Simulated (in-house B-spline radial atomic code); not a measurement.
Ionisation energies along the 69-electron series, configuration [Xe] 4f14 5d1, as differences of self-consistent energies. NIST's values go from ground level to ground level; the uncertainty of those that are theory runs from under 0.1 % in few-electron ions to several per cent in heavy many-electron ones. Computed with an all-electron radial atomic-structure program (B-spline basis): non-relativistic Hartree-Fock, average of the configuration, point nuclei.

This level leaves out relativity, spin-orbit splitting included, which matters for heavy ions.

```
 ion  configuration after  ionisation energy (eV)  IE/(q+1)² (eV)  -ε less Coulomb ΔSCF (eV)  tabulated value (eV)  computed minus tabulated (eV)
Hf3+            [Xe] 4f14                   32.98          2.0614                    0.33714                 33.37                          -0.39
Ta4+            [Xe] 4f14                   47.91          1.9165                    0.37361                48.272                          -0.36
 W5+            [Xe] 4f14                       ?               ?                          ?                     ?                              ?
Re6+            [Xe] 4f14                       ?               ?                          ?                     ?                              ?
Os7+            [Xe] 4f14                  101.75          1.5898                    0.42926                102.02                          -0.27
Ir8+            [Xe] 4f14                  122.47           1.512                    0.44047                 122.7                          -0.23
```

(1) Fill in the row of W5+.

(2) Fill in the row of Re6+.

(3) How far is this level of theory from the measured and semi-empirical values?

Results:

(1) ionisation energy (eV): 64.41; IE/(q+1)² (eV): 1.7892; -ε less Coulomb ΔSCF (eV): 0.39792; tabulated value (eV): 64.77; computed minus tabulated (eV): -0.36.

(2) ionisation energy (eV): 82.38; IE/(q+1)² (eV): 1.6812; -ε less Coulomb ΔSCF (eV): 0.41556; tabulated value (eV): 82.71; computed minus tabulated (eV): -0.33.

(3) Over those 6 rows the differences run from -0.387 to -0.225 eV (mean absolute value 0.32 eV). The calculation leaves out relativity, correlation and, in open shells, the multiplet splittings that an average leaves out.
